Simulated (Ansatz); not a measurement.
**A geometry optimisation of AlH6Si2Sn+ with B3LYP-D3(BJ)/def2-SVP**

The starting geometry of this gas-phase singlet was optimised with GFN2-xTB.

```csv
atom,x (Å),y (Å),z (Å)
Al,-2.1625,0.0822,-0.4517
Si,0.3189,0.2146,-0.2065
Si,2.2954,0.2266,-1.6498
Sn,-0.8601,2.5111,0.6868
H,-3.3533,-0.6768,-1.0715
H,-2.5351,0.7845,1.0184
H,-1.5373,1.5060,-1.3396
H,3.4550,-0.0712,-0.8033
H,2.1867,-0.7834,-2.7055
H,2.4835,1.5407,-2.2841
```

Task: Predict what it relaxes into with B3LYP-D3(BJ)/def2-SVP.

Result: A new bond forms, giving a structure with H6 bridging Al1 and Sn4, H7 bridging Al1 and Si2, given below by its coordinates. Distances that change by over a tenth: Sn4–H6 (2.43 → 2.05 Å). Contacts that close: Si2–H7 (2.53 → 1.58 Å).

The energy falls by 1.14 eV over 25 steps:

```
step  E − E(last) (eV)
   1             1.137
   4             0.214
   6             0.078
   9             0.047
  12             0.012
  14             0.002
  17             0.001
  20             0.000
  22             0.000
  25             0.000
```

Final geometry (Å):

```yaml
atoms:
  - { symbol: Al, position_ang: [-1.9454, 0.0097, -0.4160] }
  - { symbol: Si, position_ang: [0.1920, 1.1348, -0.5835] }
  - { symbol: Si, position_ang: [2.1161, 0.3104, -1.6899] }
  - { symbol: Sn, position_ang: [-0.9173, 1.9163, 1.6421] }
  - { symbol: H, position_ang: [-2.9854, -0.9579, -1.0663] }
  - { symbol: H, position_ang: [-2.5338, 1.3063, 0.5389] }
  - { symbol: H, position_ang: [-1.0049, 1.1158, -1.6188] }
  - { symbol: H, position_ang: [3.0702, 0.0009, -0.5949] }
  - { symbol: H, position_ang: [1.6972, -0.8993, -2.4428] }
  - { symbol: H, position_ang: [2.6025, 1.3974, -2.5756] }
```

Frequencies at the end are all real (lowest 59 cm⁻¹). Atoms past krypton carry core potentials, without spin–orbit terms. Run with Ansatz 0.2.0, 61 s on 2 threads of Intel(R) Xeon(R) 6975P-C (Granite Rapids) (shared host).
